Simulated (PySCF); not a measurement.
## Steps of a relaxation of [Sm(HCN)]3+

[Sm(HCN)]3+ (singlet in the valence; each metal's 4f electrons, 5 of them, lie in its core potential, out of spins and levels). PySCF 2.14.0, RKS PBE0, Sm lcecp-1-SVP with ECP51, N def2-SVP, C def2-SVP, H def2-SVP; non-relativistic Hamiltonian with scalar-relativistic core potentials where named; density fitting; no spin-orbit coupling. Origin of the start: template. Columns: position (Å) and force (eV/Å). Energies are counted from the last step; some of the 7 steps are shown. Forces carry noise of the integration grid, about 0.01 to 0.03 eV/Å.

Run from Python with OMP_NUM_THREADS=2. Where DIIS fails, smearing, a level shift and second-order steps follow.
It took 41 s on 2 threads of Intel(R) Xeon(R) Processor @ 2.50GHz (Skylake/Cascade Lake) (shared host), from the converged density of the start.

```xyz
4
step 0  E = 0.401 eV
Sm    0.0000    0.0000   -0.4764     0.00    0.00    2.09
N     0.0000    0.0000    2.0811     0.00    0.00   -2.07
C     0.0000    0.0000    3.2411     0.00    0.00   -1.48
H     0.0000    0.0000    4.3111     0.00    0.00    1.45
```

```xyz
4
step 2  E = 0.035 eV
Sm    0.0000    0.0000   -0.2308     0.00    0.00   -0.90
N     0.0000    0.0000    1.9729     0.00    0.00    0.59
C     0.0000    0.0000    3.1380     0.00    0.00    0.96
H     0.0000    0.0000    4.2766     0.00    0.00   -0.66
```

```xyz
4
step 4  E = 0.000 eV
Sm    0.0000    0.0000   -0.2763     0.00    0.00    0.06
N     0.0000    0.0000    1.9943     0.00    0.00   -0.01
C     0.0000    0.0000    3.1604     0.00    0.00    0.05
H     0.0000    0.0000    4.2784     0.00    0.00   -0.10
```

Problem. Where does the relaxation end?

Solution. It converges at step 6 in C∞v:
```xyz
4
step 6  E = 0
Sm    0.0000    0.0000   -0.2722
N     0.0000    0.0000    1.9941
C     0.0000    0.0000    3.1599
H     0.0000    0.0000    4.2750
```

Problem. How did the contacts change?

Solution. 
```tsv
contact	start (Å)	end (Å)
Sm1–N2 (HCN)	2.558	2.266
```


An lcecp potential fixes the number of 4f electrons, so in runs with it no electron can move into or out of that shell.
